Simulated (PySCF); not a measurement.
C₇H₁₃BO₂.
Cartesian coordinates in Å at the PBE0-D3(BJ)/def2-SVP level; atoms count from 1:
```xyz
23
C7H13BO2 angstrom
C      3.4157    0.5427   -0.1759
C      2.1726    0.0690   -0.0821
C      1.0858    0.6640    0.7604
C      0.4915   -0.3563    1.7461
C     -0.5092   -1.1835    0.9243
C     -0.9186   -0.2873   -0.2736
B     -2.4730   -0.1039   -0.4928
O     -3.3372   -1.0434   -0.0266
O     -3.0066    0.9744   -1.1453
C     -0.1505    1.0375   -0.0738
H      4.1662    0.0610   -0.8084
H      3.7299    1.4323    0.3807
H      1.9055   -0.8281   -0.6570
H      1.4928    1.5425    1.2873
H      1.2648   -0.9695    2.2333
H     -0.0343    0.1937    2.5440
H     -0.0466   -2.1172    0.5696
H     -1.3784   -1.4850    1.5263
H     -0.5502   -0.7572   -1.2056
H     -4.2501   -0.8152   -0.2352
H     -2.3386    1.6053   -1.4279
H      0.1238    1.5296   -1.0215
H     -0.7550    1.7583    0.5050
```

Computed at PBE0/pcSseg-1 (PySCF, non-relativistic), with Q(11B) = 0.04059 b, Q(17O) = −0.0256 b: B7, 11B (I = 3/2): χzz = 3.485 MHz, η = 0.412; O8, 17O (I = 5/2): χzz = -8.262 MHz, η = 0.178; O9, 17O (I = 5/2): χzz = -8.236 MHz, η = 0.252.

Problem. Find the zero-field quadrupole resonance frequencies of 11B at B7.

Solution. From ν = (|χ|/2)√(1 + η²/3): ν = 1.791 MHz (three-coordinate boron).

Problem. Where would the pure quadrupole (NQR) lines of 17O at O8 fall for the rigid, isolated species?

Solution. From the eigenvalues of H = χ/[4I(2I − 1)] × [3Iz² − I(I + 1) + η(Ix² − Iy²)], steps between neighbouring levels, labelled as for η = 0: ±1/2↔±3/2 1.281 MHz, ±3/2↔±5/2 2.463 MHz (boron-bound oxygen).

Problem. Where would the pure quadrupole (NQR) lines of 17O at O9 fall for the rigid, isolated species?

Solution. From the eigenvalues of H = χ/[4I(2I − 1)] × [3Iz² − I(I + 1) + η(Ix² − Iy²)], steps between neighbouring levels, labelled as for η = 0: ±1/2↔±3/2 1.318 MHz, ±3/2↔±5/2 2.440 MHz (boron-bound oxygen).

In a crystal, neighbours and librations shift these lines. With a basis this small, the couplings can be 20 % off.

One conformer stands for the species.
